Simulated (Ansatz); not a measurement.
```yaml
atoms:
  - { symbol: Mg, position_ang: [-0.9807, -0.9527, -0.9187] }
  - { symbol: O, position_ang: [-1.0518, -1.0010, 0.9858] }
  - { symbol: O, position_ang: [-1.0572, 0.9934, -1.0387] }
  - { symbol: Mg, position_ang: [-0.9181, 0.9829, 0.9312] }
  - { symbol: O, position_ang: [1.0007, -1.0637, -1.0061] }
  - { symbol: Mg, position_ang: [0.9122, -0.9412, 0.9802] }
  - { symbol: Mg, position_ang: [0.9263, 0.9569, -0.8923] }
  - { symbol: O, position_ang: [1.0366, 1.0452, 0.9802] }
```

Basis set: 6-31G (spherical functions). Frozen core: 8 orbitals. Charge 0, multiplicity 1.

Computed with Ansatz (development build ahead of 0.2.0); each method stands on the lowest determinant of its kind that the runs found. Restricted open shells among the atoms or ions are ROHF, correlated in semicanonical orbitals with singles.

The atomization energy at this shape (free ground-state atoms in the same class of orbitals less the molecule, no zero-point energy) of singlet Mg₄O₄:

```json
{"method": "RHF-MP2", "atomization energy": "2341.0 kJ/mol"}
```

Problem. What does RHF give?

Solution. 1479.2 kJ/mol.

This basis has no polarisation functions and is too small for such energies, which can lie far from measured ones in either direction.
